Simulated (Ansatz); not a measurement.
A run for Ansatz (an electronic-structure program): U-PBE/def2-TZVPP on FHMgSe (SMILES [F][Mg][SeH]), a point of a bond scan (R = 1.770 Å).

Ansatz 0.2 input:
```yaml
crystal:
  periodic: [false, false, false]
  atoms:
    - {symbol: Mg, position_ang: [0.53471100, -1.04785740, 0.34360513]}
    - {symbol: F, position_ang: [1.29905719, -2.54739150, 0.84087691]}
    - {symbol: Se, position_ang: [-0.50665601, 1.00609324, -0.37394579]}
    - {symbol: H, position_ang: [-0.95675970, 1.35115199, 1.30239270]}
basis:
  gaussian:
    orbitals: def2-TZVPP
hamiltonian:
  xc: {name: PBE}
magnetization: {spin_polarized: true, initial_magnetization: 0}
```

The head of its log:

```
WARN ansatz: RAYON_NUM_THREADS=1 ignored (pool sized by the plan → 1); use --threads N
Functional definition: PBE
integrals: 0.05 GiB planned
890 factors; their error is unknown
mean field: 0.40 GiB planned
mean field evaluation 1: about -73510.8368 eV, gradient 3.6e1 eV
mean field evaluation 2: about -73439.7727 eV, gradient 1.4e2 eV
```

Task: Give the final energy of this run.

Result: -2701.6345 hartree.
